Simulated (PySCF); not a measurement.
Si(H)(Me)(OH)(OMe) (C2H8O2Si), SMILES CO[SiH](C)O. The structure is a stationary point at PBE0-D3(BJ)/def2-SVP. The values are those of a single conformer.

Computed equilibrium geometry at PBE0-D3(BJ)/def2-SVP (PySCF confirms it by a frequency run) as bond lengths and angles (one conformer of several):
Atoms: Si1 C2 O3 O4 C5 H6 H7 H8 H9 H10 H11 H12 H13. Bond lengths (Å): Si1–C2 1.849, Si1–O3 1.666, Si1–O4 1.663, Si1–H6 1.500, C2–H7 1.100, C2–H8 1.100, C2–H9 1.101, O3–H10 0.960, O4–C5 1.396, C5–H11 1.106, C5–H12 1.101, C5–H13 1.107. Bond angles (°): C2–Si1–O3 107.8, C2–Si1–O4 106.7, C2–Si1–H6 114.2, O3–Si1–O4 112.0, O3–Si1–H6 108.5, O4–Si1–H6 107.8, Si1–C2–H7 110.8, Si1–C2–H8 111.0, Si1–C2–H9 109.7, H7–C2–H8 108.7, H7–C2–H9 108.3, H8–C2–H9 108.3, Si1–O3–H10 117.3, Si1–O4–C5 124.7, O4–C5–H11 112.0, O4–C5–H12 109.1, O4–C5–H13 112.3, H11–C5–H12 107.7, H11–C5–H13 107.9, H12–C5–H13 107.7.
Charge 0, spin multiplicity 1.
